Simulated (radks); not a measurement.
Species: Pb. Configuration: [Hg] 6p2.

Calculated with a radial shooting solver on a logarithmic mesh with Libxc functionals: scalar-relativistic Kohn-Sham, LDA (Slater exchange, VWN5 correlation), spin-polarised, spherical densities, finite nucleus; open shells are filled with parallel spins first (spin-orbit coupling, left out, can overturn this in heavy ions); Fermi nuclear charge, rms radius 5.5012 fm; hard spherical wall at 2.5 bohr.

Energy parts (hartree):
part                       energy
total                 -20858.2955
kinetic                23586.1273
electron-nucleus      -52209.4216
Hartree                 8142.4786
exchange-correlation    -377.4799

Orbitals (lengths in bohr, moments of r in powers of bohr; r(90%) holds 90 % of the orbital's charge):
orbital  occ.  eigenvalue (hartree)      <r^2>  r(90%)
1s up       1             -3232.664  0.0003579  0.0294
1s down     1             -3232.658  0.0003579  0.0294
2s up       1             -577.1467   0.005429   0.105
2s down     1             -577.1433   0.005429   0.105
2p up       3             -495.2893   0.004620   0.100
2p down     3             -495.2846   0.004620   0.100
3s up       1             -137.4996    0.03493   0.256
3s down     1             -137.4956    0.03493   0.256
3p up       3             -114.0165    0.03616   0.264
3p down     3             -114.0121    0.03616   0.264
3d up       5             -89.95372    0.02995   0.248
3d down     5             -89.94954    0.02995   0.248
4s up       1             -30.07228     0.1671   0.551
4s down     1             -30.06574     0.1671   0.551
4p up       3             -22.37471     0.1916   0.595
4p down     3             -22.36767     0.1915   0.595
4d up       5             -13.44332     0.2154   0.643
4d down     5             -13.43548     0.2153   0.643
5s up       1              -4.11878     0.8361    1.23
5s down     1              -4.10091     0.8353    1.23
4f up       7              -3.57940     0.2504   0.727
4f down     7              -3.57058     0.2502   0.726
5p up       3              -2.02964      1.108    1.44
5p down     3              -2.01034      1.103    1.44
5d up       5               0.31108      1.664    1.77
5d down     5               0.33962      1.650    1.76
6s up       1               1.11244      2.630    2.05
6s down     1               1.16945      2.621    2.05
6p up       2               2.02927      2.721    2.10
6p down     0               2.08941      2.718    2.10
5f up       0               2.42073      2.416    2.01
5f down     0               2.46745      2.398    2.00
6d up       0               3.57587      2.605    2.13
6d down     0               3.63063      2.614    2.13
7s up       0               6.02254      2.624    2.20
7s down     0               6.06406      2.629    2.20

The highest occupied level is 6p up at 55.219 eV. Spin moment in Bohr magnetons: 2.
